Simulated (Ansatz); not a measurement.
Question: Name a neutral molecule of C, Cl, N, O, Si and H with HOMO–LUMO gap (PBE/def2-TZVPP) between 5.50 and 5.80 eV and size of the dipole moment (PBE/def2-TZVPP) between 0.45 and 0.75 D (Ansatz, PBE0-D4/def2-TZVP geometry).

Answer: `N=C(O)C[SiH2]Cl` (5.54 eV, 0.52 D). Other molecules can fit too; these were computed, each in one conformer that needn't be the lowest.
